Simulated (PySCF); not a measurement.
Compound: C₅H₁₄Si₂.
SMILES with atom numbers: `[CH3:1][CH2:2][CH2:3]/[C:4]([SiH3:5])=[CH:6]\[SiH3:7]` (hydrogens: H8, H9, H10 on C1; H11, H12 on C2; H13, H14 on C3; H15, H16, H17 on Si5; H18 on C6; H19, H20, H21 on Si7)

Geometry (PBE0-D3(BJ)/def2-SVP, Å), atoms numbered from 1 in this order:
```xyz
21
C5H14Si2 angstrom
C     -1.9645   -1.4372    0.3618
C     -1.8613   -0.6288   -0.9208
C     -0.4249   -0.2442   -1.2842
C      0.2513    0.6289   -0.2598
Si    -0.5775    2.2642    0.1934
C      1.4077    0.2947    0.3499
Si     2.3791   -1.2930    0.0812
H     -1.5645   -0.8786    1.2226
H     -1.3895   -2.3742    0.2864
H     -3.0083   -1.7013    0.5880
H     -2.4778    0.2847   -0.8376
H     -2.2926   -1.1986   -1.7602
H     -0.4345    0.2953   -2.2485
H      0.1649   -1.1629   -1.4553
H     -1.7896    2.0465    1.0448
H      0.3908    3.1112    0.9511
H     -1.0220    2.9856   -1.0410
H      1.8331    1.0049    1.0724
H      2.8415   -1.4331   -1.3356
H      1.5671   -2.5051    0.4153
H      3.5809   -1.2717    0.9688
```

Linear response at PBE0/def2-SVPD (PySCF, frozen core in the response, non-relativistic). Geometry: PBE0-D3(BJ)/def2-SVP, one conformer, isolated molecule.

Static isotropic polarisability: 119.80 au (17.75 Å³), principal values 99.1, 116.0, 144.3 au.

(1) What is the polarisability at 1064 nm and at the sodium D line?

(2) What is the isotropic C6 coefficient between two such molecules, C6 = (3/π)∫α(iω)² dω?

(3) Which effective excitation energy ω̄ makes London's formula C6 = (3/4)α²ω̄ exact here?

(4) What three-body coefficient follows from the one-pole estimate C9 = (3/4)·α·C6?

(5) What n − 1 at the D line would an ideal gas of it have at 273.15 K and 1 atm (2.6868 × 10¹⁹ cm⁻³), by n − 1 = 2π·N·α′?

(6) How anisotropic is the static polarisability, by Δα² = ½[(α1 − α2)² + (α2 − α3)² + (α3 − α1)²]?

## Answers

(1) 121.10 au at 1064 nm (+1.1 %), 124.21 au at 589.3 nm (+3.7 %). The rise at 589.3 nm is 3.40 times that at 1064 nm; a pure ω² law gives 3.26. The lowest singlet lies at 221 nm, shorter than both wavelengths.

(2) 5164 au (Eh·bohr⁶) by a ten-point quadrature over imaginary frequencies, which is 3090 eV·Å⁶ or 298 J·nm⁶/mol.

(3) ω̄ = 4·C6/(3α²) = 0.480 Eh = 13.1 eV. A one-pole form α(ω) = α/(1 − ω²/ω̄²) fitted to the 1064 nm value gives 11.3 eV. London's choice of the ionisation energy (9.30 eV, ΔSCF at the same level) gives C6 = 3680 au, 29 % too low.

(4) 464000 au. This is an estimate from the two numbers above, not a computed integral.

(5) 31.07 × 10⁻⁴, a formal value whether or not that pressure can be reached.

(6) Δα = 39.6 au, or 0.33 of the isotropic value.
